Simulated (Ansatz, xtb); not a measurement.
Species: N$_{2}$, net charge 0, quintet state. The spin state was set by rule; other spins were not relaxed. SMILES: N#N
Structure (B3LYP-D3(BJ)/def2-TZVP (Ansatz, a program for electronic structure) minimum search):
```xyz
2

N      0.0000     0.0000    -0.7980
N      0.0000     0.0000     0.7980
```
Charge 0, spin multiplicity 5.

Harmonic wavenumbers from GFN2-xTB (xtb, at its own minimum), cm⁻¹: 1446.

Question: Give the harmonic wavenumbers at B3LYP-D3(BJ)/def2-TZVP (Ansatz, finite differences of forces, unscaled).

Answer: 855 cm⁻¹. Zero-point energy 1.2 kcal/mol.

Question: From these and the geometry, give the ideal-gas thermochemistry at 298.15 K and 1 atm (rigid rotor, harmonic oscillator).

Answer: Point group D∞h, rotational symmetry number 2. Rotational constants 28.33, 28.33 GHz. S(trans) 35.93, S(rot) 11.32, S(vib) 0.17, S(elec, spin only) 3.20, S 50.6 cal/(mol K). H(298) - H(0) 2.11 kcal/mol; G - E(el) -11.8 kcal/mol.
